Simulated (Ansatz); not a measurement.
`C=C(F)B[SiH3]` and `C=C(F)[SiH2]O` differ in one atom or group.

Ansatz, PBE0-D4/def2-TZVP geometries, multiplicity 1. Each molecule was computed in one conformer, which needn't be the lowest.

| property | `C=C(F)B[SiH3]` |
| --- | --- |
| size of the dipole moment (PBE/def2-TZVPP) / D | 1.98 |
| size of the dipole moment (B3LYP/def2-TZVPP) / D | 2.09 |
| HOMO energy (B3LYP/def2-TZVPP) / eV | -8.05 |
| HOMO–LUMO gap (B3LYP/def2-TZVPP) / eV | 5.12 |
| HOMO–LUMO gap (PBE/def2-TZVPP) / eV | 3.44 |
| HOMO–LUMO gap (PBE0/def2-TZVPP) / eV | 5.51 |

**Question.** Give the same properties after the change, and the shifts. (Best estimate.)

**Answer.** Ansatz gave: 
```json
{"property": "size of the dipole moment (PBE/def2-TZVPP) / D", "`C=C(F)[SiH2]O`": "1.75", "shift": "-0.23"}
{"property": "size of the dipole moment (B3LYP/def2-TZVPP) / D", "`C=C(F)[SiH2]O`": "1.83", "shift": "-0.26"}
{"property": "HOMO energy (B3LYP/def2-TZVPP) / eV", "`C=C(F)[SiH2]O`": "-7.55", "shift": "0.50"}
{"property": "HOMO–LUMO gap (B3LYP/def2-TZVPP) / eV", "`C=C(F)[SiH2]O`": "6.93", "shift": "1.81"}
{"property": "HOMO–LUMO gap (PBE/def2-TZVPP) / eV", "`C=C(F)[SiH2]O`": "5.19", "shift": "1.75"}
{"property": "HOMO–LUMO gap (PBE0/def2-TZVPP) / eV", "`C=C(F)[SiH2]O`": "7.39", "shift": "1.88"}
```

With PBE0 the HOMO rises by 0.50 eV and the LUMO rises by 2.38 eV, so the gap widens by about 1.88 eV. PBE moves the HOMO by 0.58 eV and ωB97M-V by 0.47 eV. Dipoles are sizes alone; their direction can turn.

B3LYP here is the variant with VWN-RPA as its local correlation; programs differ in this.
